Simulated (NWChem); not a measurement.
System: isocyanic acid (CHNO); SMILES N=C=O

Excerpt of the output:

```
             Northwest Computational Chemistry Package (NWChem) 7.3.0
             --------------------------------------------------------

 CS  symmetry detected

                             Geometry "geometry" -> ""
                             -------------------------

 Output coordinates in angstroms (scale by  1.889725989 to convert to a.u.)

  No.       Tag          Charge          X              Y              Z
 ---- ---------------- ---------- -------------- -------------- --------------
    1 N                    7.0000     0.09485905     1.16912198     0.00000000
    2 C                    6.0000    -0.02350420    -0.04419265     0.00000000
    3 O                    8.0000     0.01844579    -1.21807251     0.00000000
    4 H                    1.0000    -0.67055448     1.82588215     0.00000000

 Effective nuclear repulsion energy (a.u.)      58.8967876644

      Symmetry information
      --------------------

 Group name             Cs
 Group number              2
 Group order               2
 No. of unique centers     4

                                 NWChem DFT Module
                                 -----------------

 Summary of "ao basis" -> "ao basis" (spherical)
 ------------------------------------------------------------------------------
       Tag                 Description            Shells   Functions and Types
 ---------------- ------------------------------  ------  ---------------------
 N                         def2-tzvp                11       31   5s3p2d1f
 C                         def2-tzvp                11       31   5s3p2d1f
 O                         def2-tzvp                11       31   5s3p2d1f
 H                         def2-tzvp                 4        6   3s1p

      Symmetry analysis of basis
      --------------------------

        a'         68
        a"         31

            General Information
            -------------------
          SCF calculation type: DFT
          Wavefunction type:  closed shell.
          No. of atoms     :     4
          No. of electrons :    22
           Alpha electrons :    11
            Beta electrons :    11
          Charge           :     0
          Spin multiplicity:     1
          Use of symmetry is: on ; symmetry adaption is: on
          Maximum number of iterations: 200
          AO basis - number of functions:    99
                     number of shells:    37
          Convergence on energy requested:  1.00D-06
          Convergence on density requested:  1.00D-05
          Convergence on gradient requested:  5.00D-04

              XC Information
              --------------
                         B3LYP Method XC Potential
                     Hartree-Fock (Exact) Exchange  0.200
                        Slater Exchange Functional  0.800 local
                    Becke 1988 Exchange Functional  0.720 non-local
              Lee-Yang-Parr Correlation Functional  0.810
                  VWN I RPA Correlation Functional  0.190 local

             Grid Information
             ----------------
          Grid used for XC integration:  medium
          Radial quadrature: Mura-Knowles
          Angular quadrature: Lebedev.
          Tag              B.-S. Rad. Rad. Pts. Rad. Cut. Ang. Pts.
          ---              ---------- --------- --------- ---------
          N                   0.65       49           8.0       434
          C                   0.70       49           8.0       434
          O                   0.60       49          10.0       434
          H                   0.35       45           8.0       434
          Grid pruning is: on
          Number of quadrature shells:   192
          Spatial weights used:  Erf1

      Superposition of Atomic Density Guess
      -------------------------------------

 Sum of atomic energies:        -167.26699646

      Non-variational initial energy
      ------------------------------

 Total energy =    -168.498606
 1-e energy   =    -343.923067
 2-e energy   =     116.527673
 HOMO         =      -0.379938
 LUMO         =       0.054641

      Symmetry analysis of molecular orbitals - initial
      -------------------------------------------------

  Numbering of irreducible representations:

     1 a'          2 a"

  Orbital symmetries:

     1 a'          2 a'          3 a'          4 a'          5 a'
     6 a'          7 a'          8 a"          9 a'         10 a'
    11 a"         12 a'         13 a'         14 a"         15 a'
    16 a'         17 a"         18 a'         19 a'         20 a'
    21 a"

   convergence    iter        energy       DeltaE   RMS-Dens  Diis-err
 ---------------- ----- ----------------- --------- --------- ---------
 d= 0,ls=0.0,diis     1   -168.6633973209 -2.28D+02  8.78D-03  9.72D-01
 d= 0,ls=0.0,diis     2   -168.5287458477  1.35D-01  5.46D-03  2.54D+00
 d= 0,ls=0.0,diis     3   -168.7481193062 -2.19D-01  2.03D-03  1.12D-01
 d= 0,ls=0.0,diis     4   -168.7486932168 -5.74D-04  1.19D-03  8.87D-02
 d= 0,ls=0.0,diis     5   -168.7577046477 -9.01D-03  1.81D-04  2.10D-03
  Resetting Diis
 d= 0,ls=0.0,diis     6   -168.7579269842 -2.22D-04  4.02D-05  3.57D-05
 d= 0,ls=0.0,diis     7   -168.7579311355 -4.15D-06  1.37D-05  1.29D-06
 d= 0,ls=0.0,diis     8   -168.7579307220  4.13D-07  9.30D-06  5.57D-06

         Total DFT energy =     -168.757930721984
      One electron energy =     -345.607575648709
           Coulomb energy =      139.207244472577
    Exchange-Corr. energy =      -21.254387210242
 Nuclear repulsion energy =       58.896787664390

 Numeric. integr. density =       22.000001118054

                  Occupations of the irreducible representations
                  ----------------------------------------------

                     irrep           alpha         beta
                     --------     --------     --------
                     a'                9.0          9.0
                     a"                2.0          2.0

                       DFT Final Molecular Orbital Analysis
                       ------------------------------------

 Vector    9  Occ=2.000000D+00  E=-4.693265D-01  Symmetry=a'
              MO Center= -1.6D-02, -3.0D-01, -7.0D-15, r^2= 1.5D+00
   Bfn.  Coefficient  Atom+Function         Bfn.  Coefficient  Atom+Function
  ----- ------------  ---------------      ----- ------------  ---------------
    68      0.305216  3 O  px                37      0.271452  2 C  px
    71      0.244229  3 O  px                40      0.213132  2 C  px
     6      0.138448  1 N  px                 4      0.126505  1 N  s
    74      0.125494  3 O  px                 7      0.108008  1 N  py
     9      0.107765  1 N  px                38     -0.089886  2 C  py

 Vector   10  Occ=2.000000D+00  E=-3.409339D-01  Symmetry=a'
              MO Center=  1.8D-01,  4.1D-01, -2.1D-16, r^2= 2.1D+00
   Bfn.  Coefficient  Atom+Function         Bfn.  Coefficient  Atom+Function
  ----- ------------  ---------------      ----- ------------  ---------------
     6      0.315170  1 N  px                68     -0.290489  3 O  px
     9      0.251360  1 N  px                71     -0.236025  3 O  px
     4      0.190774  1 N  s                 12      0.183127  1 N  px
    74     -0.170817  3 O  px                 5      0.121188  1 N  s
     3      0.108989  1 N  s                 13      0.107530  1 N  py

 Vector   11  Occ=2.000000D+00  E=-3.158923D-01  Symmetry=a"
              MO Center=  4.5D-02,  2.6D-01, -5.5D-15, r^2= 2.0D+00
   Bfn.  Coefficient  Atom+Function         Bfn.  Coefficient  Atom+Function
  ----- ------------  ---------------      ----- ------------  ---------------
     8      0.349186  1 N  pz                70     -0.306617  3 O  pz
    11      0.290629  1 N  pz                73     -0.252248  3 O  pz
    14      0.241319  1 N  pz                76     -0.186940  3 O  pz
    39      0.081216  2 C  pz                42      0.069623  2 C  pz
    52      0.047151  2 C  d -1              47      0.033677  2 C  d -1

 Vector   12  Occ=0.000000D+00  E=-1.112132D-02  Symmetry=a'
              MO Center= -2.2D-01,  4.2D-01, -1.4D-15, r^2= 2.6D+00
   Bfn.  Coefficient  Atom+Function         Bfn.  Coefficient  Atom+Function
  ----- ------------  ---------------      ----- ------------  ---------------
    96      0.838119  4 H  s                 36     -0.596783  2 C  s
    13     -0.454237  1 N  py                40      0.391086  2 C  px
    37      0.375221  2 C  px                43      0.340604  2 C  px
    74     -0.309003  3 O  px                44     -0.285410  2 C  py
    95      0.261627  4 H  s                 68     -0.255170  3 O  px

 Vector   13  Occ=0.000000D+00  E= 1.479030D-02  Symmetry=a'
              MO Center= -6.9D-01,  9.3D-01,  1.3D-17, r^2= 4.3D+00
   Bfn.  Coefficient  Atom+Function         Bfn.  Coefficient  Atom+Function
  ----- ------------  ---------------      ----- ------------  ---------------
    36     -1.746499  2 C  s                  5      1.720728  1 N  s
    96     -1.263254  4 H  s                 67      0.795802  3 O  s
    35     -0.611664  2 C  s                 12     -0.473887  1 N  px
    75      0.327464  3 O  py                 4      0.238852  1 N  s
    66      0.198943  3 O  s                  3      0.180959  1 N  s

[...]

                         DFT ENERGY GRADIENTS

    atom               coordinates                        gradient
                 x          y          z           x          y          z
   1 N       0.179258   2.209320   0.000000    0.003366   0.013558   0.000000
   2 C      -0.044416  -0.083512   0.000000   -0.002849   0.005916   0.000000
   3 O       0.034857  -2.301823   0.000000    0.001152  -0.021174   0.000000
   4 H      -1.267164   3.450417   0.000000   -0.001669   0.001701   0.000000
```

Level: B3LYP/def2-TZVP. The geometry was optimised at B3LYP/6-31G* (spherical d).

Task: Which NWChem input produces such a log?

Result: This is not unique; one that fits is the input that was run:
```
start job
memory heap 200 mb stack 900 mb global 1100 mb
geometry units angstroms noautoz
  N      0.165458     1.178009     0.000000
  C     -0.013213    -0.027901     0.000000
  O     -0.029805    -1.202413     0.000000
  H     -0.566281     1.872091     0.000000
end
basis spherical
  * library def2-tzvp
end
dft
  xc b3lyp
  iterations 200
  convergence nolevelshifting
end
task dft gradient
```
